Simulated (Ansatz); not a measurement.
`N[SiH2]N[SiH2]O` + `CCC` → `CCC[SiH2]O` + `N[SiH2]N`  (formal exchange of groups at the Si–N bond)

Program: Ansatz. Geometries: PBE0-D4/def2-TZVP. ΔE: electronic, gas phase. CCSD(T)/CBS is the MP2 limit (def2-TZVPP, def2-QZVPP) plus CCSD(T) − MP2 in def2-TZVPP, frozen cores. This one scheme is used for every species. Functionals use def2-TZVPP. One conformer a species, not always the lowest.

```
         level  ΔE (kJ/mol)
       PBE0-D4         80.4
        r2SCAN         84.0
 HF/def2-TZVPP         96.4
MP2/def2-TZVPP         87.3
```

Q: What does CCSD(T)/CBS give? (An estimate is asked.)

A: Ansatz gave: +85.1 kJ/mol. The listed levels differ from it by -4.7, -1.1, 11.3, 2.2 kJ/mol.

Largest T1 diagnostic among the species: 0.011.

In def2-TZVPP, CCSD(T) changes the Hartree–Fock value by −10.2 kJ/mol (the triples alone add −1.0 kJ/mol) and MP2 by −9.1 kJ/mol.
